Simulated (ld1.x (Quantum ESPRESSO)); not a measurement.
**Configuration tests for Re (ultrasoft)**

ld1.x (Quantum ESPRESSO) 7.5 input, shortened:

```
&input
   title='Re', zed=75., rel=2, dft='PBE', iswitch=3,
   config='[Xe] 4f14 5d5 6s2 6p0', rel_dist='average'
 /
 &inputp
   pseudotype=3, tm=.true., lloc=-2, rcloc=2.05,
   nlcc=.false.
 /
6
6S  1  0   2.00   0.00  1.75  2.40  0.0
6S  1  0   0.00  -0.10  1.75  2.40  0.0
6P  2  1   0.00   0.00  3.05  4.00  0.0
6P  2  1   0.00   0.45  3.05  4.00  0.0
5D  3  2   5.00   0.00  2.15  2.40  0.0
5D  3  2   0.00   0.20  2.15  2.40  0.0
 &test
   configts(1)='5d5 6s2 6p0'
 /
```

Open shells are filled in proportion to 2j + 1 (rel_dist='average').

Energies are relative to the spin-unpolarised reference configuration 5d5 6s2 6p0; without spin polarisation the order of configurations can differ from experiment.

| valence configuration | charge | ΔE all-electron (eV) | error AE − PS (meV) |
| --- | --- | --- | --- |
| 5d5 6s1 6p0 | +1 | 9.255 | +42 |
| 5d5 6s0 6p0 | +2 | 25.580 | +252 |
| 5d4 6s0 6p0 | +3 | 52.699 | +243 |
| 5d4 6s2 6p0 | +1 | 9.965 | +2.7 |
| 5d3 6s0 6p0 | +4 | 92.031 | +168 |
| 5d5 6s0 6p1 | +1 | 15.000 | +189 |

What are ΔE and the potential's error for 5d5.5 6s1.5 6p0?

ΔE = 0.379 eV all-electron; the error (AE − PS) is +15 meV.

Levels in the configuration 5d5 6s0 6p0:

```csv
level,all-electron (eV),pseudo (eV)
5d j=3/2,-22.002,-21.990
5d j=5/2,-21.018,-20.996
```
